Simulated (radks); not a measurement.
Results of a calculation; reference values are marked as such.
Task: Sb18+, configuration [Ar] 3d10 4s2 4p3 (the NIST ground configuration). Level of theory: scalar-relativistic Kohn-Sham, exchange-only B88, spin-polarised, spherical densities, finite nucleus; open shells are filled with parallel spins first (spin-orbit coupling, left out, can overturn this in heavy ions); Fermi nuclear charge, rms radius 4.6802 fm (a radial shooting solver on a logarithmic mesh with Libxc functionals). Some entries of the table are withheld. Estimate them.

orbital  occ.  eigenvalue (eV)  <r> (bohr)
1s up       1        -30794.87     0.02842
1s down     1        -30793.58     0.02842
2s up       1        -5093.213      0.1225
2s down     1        -5092.474      0.1225
2p up       3        -4623.659      0.1070
2p down     3        -4622.485      0.1070
3s up       1        -1363.012      0.3278
3s down     1        -1361.560      0.3276
3p up       3        -1209.727      0.3252
3p down     3        -1208.090      0.3249
3d up       5        -977.9714      0.3001
3d down     5        -976.3699      0.2996
4s up       1        -555.5293         (1)
4s down     1        -546.5790         (2)
4p up       3              (3)      0.7354
4p down     0              (4)      0.7363

Result: 
(1) 4s up <r> (bohr): 0.7107
(2) 4s down <r> (bohr): 0.7106
(3) 4p up eigenvalue (eV): -501.9849
(4) 4p down eigenvalue (eV): -493.0833
